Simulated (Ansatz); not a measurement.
Computed with Ansatz on PBE0-D4/def2-TZVP structures; ΔE is electronic, products minus reactants. CBS: MP2 limit from def2 TZ/QZ plus the TZ coupled-cluster correction, frozen cores. This one scheme is used for every species. DFT in def2-TZVPP. Elements past krypton have def2 core potentials. For Zr outer-core shells are correlated without core-valence functions, which leaves a few kJ/mol of doubt a bond. One conformer a species, not always the lowest.

Consider the alkene loss: `CC[N](C)[Zr]([OH])([OH])[OH]` → `C[NH][Zr]([OH])([OH])[OH]` + `C=C`.

```tsv
level	ΔE (kcal/mol)
BHLYP-D4	22.1
CCSD/CBS(def2)	20.5
```

Question: What does CCSD(T)/CBS give? (Estimate.)

Answer: Ansatz gave: +21.5 kcal/mol. The listed levels differ from it by 0.6, -1.0 kcal/mol.

Largest T1 diagnostic among the species: 0.016.

The D4 term adds +5.1 kcal/mol with B3LYP and +2.9 kcal/mol with PBE0; it sums over pairs of atoms, weighted by their polarisabilities, and B3LYP, whose exchange is more repulsive, gets the larger term. Leaving LDA and LC-ωPBE aside and taking each functional with its dispersion term where it has one, the values, not all of them listed here, spread over 7.3 kcal/mol, from BLYP-D4 to PBE-QIDH. LDA lies +12.5 kcal/mol from PBE without D4.

B3LYP here is the variant with VWN-RPA as its local correlation; programs differ in this.

CCSD(T)/CBS has its own doubt, a few kJ/mol and more with outer-core shells, so smaller differences from it don't rank the levels.
